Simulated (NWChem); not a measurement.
Species: H2TeS; SMILES [TeH]S

Results from NWChem. Geometry: optimised at PBE0/def2-SVP. def2 effective core potentials on Te; no spin-orbit coupling.

Estimate the computed values for LC-wPBE (HJS exchange hole, range parameter 0.4 per bohr)/def2-TZVP. Quantities: highest occupied level (eV); orbital gap (eV); dipole (D).


```yaml
highest occupied level (eV): -9.28
orbital gap (eV): 9.51
dipole (D): 1.24
```
